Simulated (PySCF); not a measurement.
PySCF job for Mg(OH2)6 (H12MgO6), SMILES [OH2]->[Mg+2](<-[OH2])(<-[OH2])(<-[OH2])(<-[OH2])<-[OH2] (connectivity only; charge and spin as stated), charge +2, multiplicity 1, KT2/pcSseg-1. Geometry: B3LYP-D3(BJ)/def2-SVP. The isomer is the one that the SMILES or the coordinates give; other isomers of the formula were not compared.

```python
import numpy as np
from pyscf import gto, scf, dft
from pyscf.prop.nmr import rks as nmr

mol = gto.M(
    atom='''
    Mg    0.00000000   -0.00000000    0.00000000
    O     0.00000000   -0.00000000   -2.09003661
    H    -0.77784896   -0.00000000   -2.67077065
    H     0.77784897   -0.00000000   -2.67077066
    O     2.09003661    0.00000000   -0.00000000
    H     2.67077066    0.77784896    0.00000001
    H     2.67077066   -0.77784897    0.00000000
    O     0.00000000   -2.09003661   -0.00000000
    H    -0.00000001   -2.67077066    0.77784896
    H    -0.00000000   -2.67077066   -0.77784896
    O    -0.00000000    2.09003661    0.00000000
    H     0.00000001    2.67077066   -0.77784896
    H     0.00000000    2.67077066    0.77784896
    O    -2.09003661   -0.00000000    0.00000000
    H    -2.67077066   -0.77784896   -0.00000001
    H    -2.67077066    0.77784897   -0.00000000
    O    -0.00000000    0.00000000    2.09003661
    H    -0.77784897    0.00000000    2.67077066
    H     0.77784896    0.00000000    2.67077065
    ''',
    basis='pcSseg-1',
    charge=2,
    spin=0,
    max_memory=1600,
    verbose=3,
)
mf = dft.RKS(mol, xc='kt2').density_fit(auxbasis='def2-universal-jkfit')
mf.grids.level = 3
mf.conv_tol = 1e-10
mf.max_cycle = 100
mf.kernel()
n = nmr.NMR(mf)
n.verbose = 2
n.max_cycle_cphf = 60
sigma = n.kernel()
print('atom   isotropic/ppm   span/ppm')
for i, s in enumerate(sigma):
    w = np.linalg.eigvalsh((s + s.T) / 2)
    print(f'{mol.atom_symbol(i):2s}{i + 1:3d} {w.mean():14.3f} {w[2] - w[0]:11.3f}')
```

Output:

```
converged SCF energy = -666.517930559695
atom   isotropic/ppm   span/ppm
Mg  1        572.877       0.000
O   2        322.197      74.836
H   3         28.069      22.716
H   4         28.069      22.716
O   5        322.197      74.836
H   6         28.069      22.716
H   7         28.069      22.716
O   8        322.197      74.836
H   9         28.069      22.716
H  10         28.069      22.716
O  11        322.197      74.836
H  12         28.069      22.716
H  13         28.069      22.716
O  14        322.197      74.836
H  15         28.069      22.716
H  16         28.069      22.716
O  17        322.197      74.836
H  18         28.069      22.716
H  19         28.069      22.716
```

Self-consistency was reached.
